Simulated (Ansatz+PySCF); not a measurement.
Values are calculated unless marked as measured or tabulated.
This PySCF input gave a total energy of -459.31541 hartree.

```python
from pyscf import gto, scf

mol = gto.M(atom="""
Cl 0.000000 0.000000 0.000000
""", basis='def2-svp', charge=0, spin=1)
mf = scf.ROHF(mol)
mf.init_guess = 'atom'
mf.kernel()
while True:  # follow internal instabilities
    mo, _, stable, _ = mf.stability(return_status=True)
    if stable: break
    mf.kernel(mf.make_rdm1(mo, mf.mo_occ))
print(mf.converged, mf.e_tot, mf.spin_square()[0])
```

**Question.** Write an input for Ansatz with the same method and basis set.

**Answer.**

```yaml
crystal:
  periodic: [false, false, false]
  atoms:
    - { symbol: Cl, position_ang: [0.0, 0.0, 0.0] }
basis:
  gaussian: { orbitals: def2-SVP }
magnetization:
  initial_magnetization: 1
hamiltonian:
  xc: hf
```

Ansatz (development build ahead of 0.2.0) gave -459.31541 hartree, 0.00 meV from the first.
